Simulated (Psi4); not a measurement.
Method: Psi4 with SAPT0/jun-cc-pVDZ, frozen core.

Psi4 input:

```
molecule {
0 1
Si 1.59377652 -0.31877621 0.08493010
O 0.00017863 0.00471849 0.01493393
Si -1.59372824 0.31948422 -0.08269497
H 2.02270711 -0.98093090 -1.16799915
H 2.34932123 0.94288390 0.25608724
H 1.86831632 -1.21425246 1.23149965
H -2.31512446 -0.44404842 0.96061465
H -2.09845612 -0.07649750 -1.41712878
H -1.82699098 1.76741887 0.11975733
--
0 1
C 5.53668893 -1.12002489 0.30025514
O 4.43710546 -0.89499221 0.22490130
units angstrom
symmetry c1
no_reorient
no_com
}
set basis jun-cc-pvdz
set scf_type df
set freeze_core true
energy('sapt0')
```

Part of the output:

```
    SAPT Results
  --------------------------------------------------------------------------------------------------------
    Electrostatics                 -3.55633045 [mEh]      -2.23163105 [kcal/mol]      -9.33714430 [kJ/mol]
      Elst10,r                     -3.55633045 [mEh]      -2.23163105 [kcal/mol]      -9.33714430 [kJ/mol]

    Exchange                        7.54252684 [mEh]       4.73300705 [kcal/mol]      19.80290148 [kJ/mol]
      Exch10                        7.54252684 [mEh]       4.73300705 [kcal/mol]      19.80290148 [kJ/mol]
      Exch10(S^2)                   7.51843030 [mEh]       4.71788624 [kcal/mol]      19.73963603 [kJ/mol]

    Induction                      -0.98892825 [mEh]      -0.62056184 [kcal/mol]      -2.59643076 [kJ/mol]
      Ind20,r                      -2.03494512 [mEh]      -1.27694734 [kcal/mol]      -5.34274767 [kJ/mol]
      Exch-Ind20,r                  1.63047714 [mEh]       1.02313985 [kcal/mol]       4.28081713 [kJ/mol]
      delta HF,r (2)               -0.58446027 [mEh]      -0.36675435 [kcal/mol]      -1.53450022 [kJ/mol]

    Dispersion                     -2.65052933 [mEh]      -1.66323226 [kcal/mol]      -6.95896379 [kJ/mol]
      Disp20                       -3.02233805 [mEh]      -1.89654576 [kcal/mol]      -7.93514747 [kJ/mol]
      Exch-Disp20                   0.37180873 [mEh]       0.23331350 [kcal/mol]       0.97618368 [kJ/mol]
      Disp20 (SS)                  -1.51116903 [mEh]      -0.94827288 [kcal/mol]      -3.96757373 [kJ/mol]
      Disp20 (OS)                  -1.51116903 [mEh]      -0.94827288 [kcal/mol]      -3.96757373 [kJ/mol]
      Exch-Disp20 (SS)              0.18753083 [mEh]       0.11767737 [kcal/mol]       0.49236213 [kJ/mol]
      Exch-Disp20 (OS)              0.18427790 [mEh]       0.11563613 [kcal/mol]       0.48382155 [kJ/mol]

  Total HF                          2.99726814 [mEh]       1.88081415 [kcal/mol]       7.86932642 [kJ/mol]
  Total SAPT0                       0.34673882 [mEh]       0.21758189 [kcal/mol]       0.91036264 [kJ/mol]
```
